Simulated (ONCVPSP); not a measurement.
# Before and after: ONCV potential for Ta (Z = 73)

| Item | Value |
| --- | --- |
| Element | Ta |
| Generator | ONCVPSP 4.0.1 |
| Type | optimised norm-conserving Vanderbilt (ONCV) |
| Functional | LDA (Perdew-Zunger) |
| Relativity | fully relativistic |
| Frozen core | [Kr] 4d10 4f14 |
| Valence charge | 13 |
| Reference configuration | 5s2 5p6 5d3 6s1.5 6p0.5 |
| Partial waves | 5s+6s: rc 1.80 bohr, ncon 3, nbas 6, qcut 8.6 1/bohr, 2 projectors; 5p+6p: rc 2.00 bohr, ncon 4, nbas 9, qcut 8.8 1/bohr, 2 projectors; 5d: rc 2.60 bohr, ncon 5, nbas 10, qcut 6.6 1/bohr, 2 projectors, debl 3.8 Ha |
| Local potential | polynomial inside 1.20 bohr (lpopt 5, dvloc0 1 Ha) |
| Core correction | Teter function fitted to the true core (icmod 2), fcfact 0.25 |

Open shells are filled in proportion to 2j + 1.

All-electron outer shells of the reference configuration (LDA (Perdew-Zunger), scalar-relativistic, ld1.x):

```json
{"shell": "4d", "level (eV)": "-222.79", "outermost node (bohr)": "0.22", "outermost maximum (bohr)": "0.46"}
{"shell": "5s", "level (eV)": "-73.98", "outermost node (bohr)": "0.54", "outermost maximum (bohr)": "0.98"}
{"shell": "5p", "level (eV)": "-40.34", "outermost node (bohr)": "0.58", "outermost maximum (bohr)": "1.13"}
{"shell": "4f", "level (eV)": "-25.72", "outermost node (bohr)": "–", "outermost maximum (bohr)": "0.44"}
{"shell": "6s", "level (eV)": "-6.14", "outermost node (bohr)": "1.32", "outermost maximum (bohr)": "2.71"}
{"shell": "5d", "level (eV)": "-4.46", "outermost node (bohr)": "0.65", "outermost maximum (bohr)": "1.58"}
{"shell": "6p", "level (eV)": "-1.88", "outermost node (bohr)": "1.59", "outermost maximum (bohr)": "3.80"}
```

Change: s: qcut 7.3; p: qcut 7.5; d: qcut 5.6.

Cutoffs: the cutoffs (Ha) at which the residual kinetic energy of the hardest occupied pseudo-wave falls to 1 and 0.1 mHa per electron; they do not see the model core or the augmentation charge, which bear on the density cutoff. Errors are all-electron minus pseudo energies relative to the spin-unpolarised reference configuration.

Predict the effect on cutoff, ghosts and configuration errors.

The potential gets softer (20 Ha and 24 Ha → 18 Ha and 21 Ha); a bound ghost appears in d, which as a rule spoils a file; of the 4 tests that both files solve, the error grows in 0 and shrinks in 1 by more than 15 % and 0.3 meV (median size 0.5 → 0.4 meV).

```tsv
quantity	base	changed
cutoff, loose	20 Ha	18 Ha
cutoff, tight	24 Ha	21 Ha
loose cutoff by channel	s 20 Ha, p 18 Ha, d 13 Ha	s 18 Ha, p 12 Ha, d 11 Ha
bound ghosts	none	d5/2
GHOST(+) flags under 300 eV	s at 165.5 eV	s at 123.7 eV, d3/2 at 184.4 eV
error for 5s2 5p6 5d3 6s2 6p0, meV [ΔE -2.08 eV]	0.0	0.0
error for 5s2 5p6 5d3 6s1 6p0, meV [ΔE 6.62 eV]	+0.4	+0.4
error for 5s2 5p6 5d3 6s0 6p0, meV [ΔE 21.93 eV]	+3.0	+2.2
error for 5s2 5p6 5d3.5 6s1.5 6p0, meV [ΔE -1.10 eV]	-0.5	-0.4
s: phases at 1.83 bohr within 0.05 rad from the reference energy up to (Ha; the scan ends near 5)	to the end of the scan	4.1
p3/2: phases at 2.03 bohr within 0.05 rad from the reference energy up to (Ha; the scan ends near 5)	to the end of the scan	to the end of the scan
p1/2: phases at 2.03 bohr within 0.05 rad from the reference energy up to (Ha; the scan ends near 5)	to the end of the scan	to the end of the scan
d5/2: phases at 2.64 bohr within 0.05 rad from the reference energy up to (Ha; the scan ends near 5)	to the end of the scan	to the end of the scan
d3/2: phases at 2.64 bohr within 0.05 rad from the reference energy up to (Ha; the scan ends near 5)	to the end of the scan	to the end of the scan
rms error of d²Exc/dni dnj with the model core, mHa	4.07	4.06
```

 A true bound ghost makes a file unfit for plane-wave use even where its test errors are small: the radial tests pick states by their node count and pass the ghost by.
